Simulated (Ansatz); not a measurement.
A run for Ansatz (a quantum-chemistry and plane-wave program): R-CCSD(T)/def2-SVP on CH6InN (SMILES [CH3][InH][NH2]), a point of a torsion scan. Elements past Kr take the def2 small-core potentials; no spin–orbit coupling. The run froze 11 orbitals, filled d shells among them.

Ansatz 0.2 input:
```yaml
crystal:
  periodic: [false, false, false]
  atoms:
    - {symbol: C, position_ang: [-1.54217951, 0.13729951, -0.26138728]}
    - {symbol: In, position_ang: [0.27613545, -0.60868065, 0.75117366]}
    - {symbol: N, position_ang: [2.07466911, -0.05139991, -0.01744196]}
    - {symbol: H, position_ang: [-2.24846416, -0.66156484, -0.47669784]}
    - {symbol: H, position_ang: [-2.02984654, 0.88575006, 0.36015484]}
    - {symbol: H, position_ang: [-1.20740808, 0.59733390, -1.19010789]}
    - {symbol: H, position_ang: [0.35944465, -1.41154833, 2.28786109]}
    - {symbol: H, position_ang: [2.91474413, -0.38955539, 0.43810741]}
    - {symbol: H, position_ang: [2.20926479, -0.14122773, -1.01739474]}
basis:
  gaussian:
    orbitals: def2-SVP
magnetization: {spin_polarized: false}
correlation: {method: ccsd_t, electrons: outside_noble_gas}
scf: {lower_state_search: off}
```

Give the final energy of this run.

-285.3570 hartree (reference determinant -284.9202, T1 diagnostic 0.015).

How many basis functions does it have, and what does it roughly cost on one machine?

84 functions; very roughly 7 core-seconds.
